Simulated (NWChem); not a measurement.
System meant: GeH$_{2}$S$_{2}$, singlet; SMILES [SH][Ge][SH]

Input file for NWChem:

```
start job
memory heap 200 mb stack 900 mb global 1100 mb
geometry units angstroms noautoz
  Ge     0.000000     0.000000     0.767558
  S     -1.673980    -0.032175    -0.770386
  H     -2.645473    -0.051081     0.169097
  S      1.673980     0.032175    -0.770386
  H      2.645473     0.051081     0.169097
end
basis spherical
  Ge library def2-svp
  S library def2-svp
  H library def2-svp
end
dft
  xc pbe0
  iterations 4
  mulliken
end
task dft energy
```

End of the output:

```
    Atom       Charge   Shell Charges
 -----------   ------   -------------------------------------------------------
    1 Ge  32    32.05   2.00  2.00  1.97  1.15  0.65  5.99  5.80  1.10  1.11  7.80  2.04  0.44
    2 S   16    15.97   2.00  1.95  0.99  0.69  5.81  1.87  2.60  0.05
    3 H    1     1.01   0.62  0.31  0.08
    4 S   16    15.97   2.00  1.95  0.99  0.69  5.81  1.87  2.60  0.05
    5 H    1     1.01   0.62  0.31  0.08

 center of mass
 --------------
 x =   0.00000000 y =   0.00000000 z =   0.09853178

 moments of inertia (a.u.)
 ------------------
         289.691409588608           0.000000000000          -0.000000000000
           0.000000000000         980.202707933532           0.000000000000
          -0.000000000000           0.000000000000         690.511298344924

     Multipole analysis of the density
     ---------------------------------

     L   x y z        total         alpha         beta         nuclear
     -   - - -        -----         -----         ----         -------
     0   0 0 0     -0.000000    -33.000000    -33.000000     66.000000

     1   1 0 0     -0.000000     -0.000000     -0.000000      0.000000
     1   0 1 0      0.000000      0.000000      0.000000      0.000000
     1   0 0 1      0.874642      0.437321      0.437321     -0.000000

     2   2 0 0    -29.451566   -199.896341   -199.896341    370.341117
     2   1 1 0     -0.000000     -0.000000     -0.000000      0.000000
     2   1 0 1     -0.000000     -0.000000     -0.000000      0.000000
     2   0 2 0    -33.382528    -16.691264    -16.691264      0.000000
     2   0 1 1      0.000000      0.000000      0.000000      0.000000
     2   0 0 2    -34.802958    -85.074458    -85.074458    135.345958

 ------------------------------------------------------------------------
 dft energy failed                                                                                  0
 ------------------------------------------------------------------------
 ------------------------------------------------------------------------
  current input line :
    20: task dft energy
 ------------------------------------------------------------------------
 ------------------------------------------------------------------------
 This type of error is most commonly associated with calculations not reaching convergence criteria
 ------------------------------------------------------------------------
 For more information see the NWChem manual at https://nwchemgit.github.io

0:dft energy failed:Received an Error in Communication
```

### Question
What is wrong, and how is it mended?

### Answer
Convergence was not reached. Cause: the SCF was allowed too few iterations. This input runs:
```
start job
memory heap 200 mb stack 900 mb global 1100 mb
geometry units angstroms noautoz
  Ge     0.000000     0.000000     0.767558
  S     -1.673980    -0.032175    -0.770386
  H     -2.645473    -0.051081     0.169097
  S      1.673980     0.032175    -0.770386
  H      2.645473     0.051081     0.169097
end
basis spherical
  * library def2-svp
end
dft
  xc pbe0
  iterations 150
  mulliken
end
task dft energy
```
It converges to -2873.59399 Ha (PBE0/def2-SVP).
